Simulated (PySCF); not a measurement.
C7H15OPSi.
SMILES with atom numbers: `[CH2:1]=[CH:2][CH2:3][P:4]([CH2:5][SiH3:6])[CH2:7][C:8]([CH3:9])=[O:10]` (hydrogens: H11, H12 on C1; H13 on C2; H14, H15 on C3; H16, H17 on C5; H18, H19, H20 on Si6; H21, H22 on C7; H23, H24, H25 on C9)

Geometry (PBE0-D3(BJ)/def2-SVP, Å), atoms numbered from 1 in this order:
```xyz
25
C7H15OPSi angstrom
C     -2.649   -1.184   -0.931
C     -1.890   -1.660    0.063
C     -1.374   -0.843    1.197
P      0.359   -0.158    0.994
C      1.259   -1.587    0.232
Si     3.096   -1.253   -0.040
C      0.098    0.859   -0.554
C     -0.683    2.107   -0.228
C      0.117    3.314    0.184
O     -1.894    2.118   -0.260
H     -2.980   -1.830   -1.748
H     -2.955   -0.133   -0.949
H     -1.591   -2.715    0.044
H     -1.360   -1.418    2.138
H     -2.006    0.043    1.368
H      0.786   -1.911   -0.711
H      1.192   -2.432    0.940
H      3.770   -0.970    1.262
H      3.741   -2.441   -0.678
H      3.296   -0.074   -0.941
H      1.100    1.107   -0.937
H     -0.452    0.260   -1.298
H     -0.553    4.105    0.542
H      0.699    3.684   -0.676
H      0.839    3.037    0.968
```

All values: PBE0/pcSseg-1 (PySCF, non-relativistic), on one gas-phase PBE0-D3(BJ)/def2-SVP geometry that isn't relaxed in the solvent. The solvent is an IEF-PCM continuum (Bondi radii, 1.10 Å for H, scaled by 1.2). Only the electrostatic response of the medium enters.

```csv
run,E − E(gas) (kcal/mol),HOMO (eV),HOMO–LUMO gap (eV),dipole (D)
gas,0.00,-6.75,6.09,2.11
P,-2.73,-6.71,6.09,2.48
Q,-6.20,-6.71,6.08,3.07
```

**Question.** The runs were made in benzene and methanol. Which run belongs to which solvent?

**Answer.** P = benzene, Q = methanol. The dielectric constants are 2.271 (benzene), 32.61 (methanol), and the energy falls further as ε rises. In this model the ground state sees the solvent through ε alone.

**Question.** How constant is the ratio of the lowering to (ε − 1)/(2ε + 1)?

**Answer.** 
| solvent | (ε − 1)/(2ε + 1) | E − E(gas) (kcal/mol) | ratio (kcal/mol) | polarisation term (kcal/mol) |
| --- | --- | --- | --- | --- |
| benzene | 0.229 | -2.73 | -11.9 | -2.92 |
| methanol | 0.477 | -6.20 | -13.0 | -7.35 |

The ratio changes by +9.2 % in size from benzene to methanol. The polarisation term is half the interaction of the solute with the induced surface charges.

The run took 78 s on an Arm Neoverse V2 with one thread (shared host), and the process peaked at 1.4 GiB of memory. This is the whole shielding run at PBE0/pcSseg-1 in methanol, SCF included.
